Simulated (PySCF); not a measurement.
SMILES [NH]B, doublet, PBE0/def2-SVP optimised geometry.

```
5

B      0.01    -0.45     0.00
N     -0.66     0.69     0.00
H      1.23    -0.45     0.00
H     -0.58    -1.52     0.00
H     -1.23     1.52     0.00
```

Density from unrestricted PBE0/def2-TZVP run with PySCF at that geometry.

Minimum of the electron density along straight lines between bonded atoms, close to the bond critical point (lines longer than 1.1 times the sum of covalent radii, or with two minima, are not listed):

| bond | length / Å | ρ at the minimum / e bohr⁻³ | ∇²ρ there / e bohr⁻⁵ | position (fraction from the first atom) |
|---|---|---|---|---|
| B1–N2 | 1.332 | … | 1.06 | 0.34 |
| B1–H3 | 1.220 | 0.170 | -0.34 | 0.44 |
| B1–H4 | 1.222 | 0.169 | -0.34 | 0.44 |
| N2–H5 | 1.004 | 0.337 | … | 0.76 |

### Question
What belongs in the gaps?

### Answer

- B1–N2, ρ at the minimum / e bohr⁻³: 0.226
- N2–H5, ∇²ρ there / e bohr⁻⁵: -1.95
